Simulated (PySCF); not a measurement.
Work out the structure from these simulated measurements.

Formula: CH8NPSi4.

| Quantity | Value |
| --- | --- |
| Polarisability | 162.6 au [PBE0/def2-SVPD] |
| 13C NMR | chemical shifts (computed TMS as zero) by class: 123.9 (1 C) ppm [GIAO PBE0/pcSseg-1] |
| Rotational structure | rotational constants A, B, C: 1.240, 0.664, 0.642 GHz [GFN2-xTB] |
| Dipole | 4.35 D [PBE0/def2-SVPD] |
| UV, first state | lowest singlet excitation: 4.22 eV (294 nm, f = 0.014) [TDDFT PBE0/def2-SVPD] |
| 1H NMR | chemical shifts (computed TMS as zero) by class: 4.56 (2 H), 4.24 (1 H), 4.23 (2 H), 4.20 (1 H), 1.52 (2 H) ppm [GIAO PBE0/pcSseg-1] |

Electronic properties: PySCF, gas phase, density fitting. Levels stand in brackets. Isolated species at its GFN2-xTB geometry (one conformer only). NMR classes are plain means over equivalent atoms (diastereotopic ones count apart unless rotation or inversion swaps them), as if these changed places fast.

Question: What is the compound? Reason from the data.

Answer: Numbering: `[N:1]#[C:2][Si:3]1([PH2:4])[SiH2:5][SiH2:6][SiH2:7]1`. The one carbon: cyano carbon [C2] (123.9 ppm). Hydrogen classes from least to most shielded: 2 H on 2 SiH2 silicons, Si5/Si7 (4.56 ppm), 1 H on an SiH2 silicon, Si6 (4.24 ppm), 2 H on 2 SiH2 silicons, Si5/Si7 (4.23 ppm), 1 H on an SiH2 silicon, Si6 (4.20 ppm), 2 H on a three-coordinate phosphorus, P4 (1.52 ppm). S1 is mainly HOMO→LUMO (weight 0.84); the largest Löwdin shares of the orbital it empties are 0.34 on the three-coordinate phosphorus, 0.21 on an SiH2 silicon, 0.17 on the four-coordinate silicon and 0.08 on an SiH2 silicon, of the orbital it fills 0.19 on the four-coordinate silicon, 0.17 on each of 2 atoms of one kind (SiH2 silicon) and 0.15 on an SiH2 silicon. By its constants the optimised geometry is an asymmetric top. Structure: `N#C[Si]1(P)[SiH2][SiH2][SiH2]1`. The assignments are read from this structure; whether some other isomer fits the data as well wasn't checked.

Conformer computed: `[N:1]#[C:2][Si:3]1([PH2:4])[SiH2:5][SiH2:6][SiH2:7]1`: H–P4–Si3–C2 -82°, H–P4–Si3–C2 -174°.
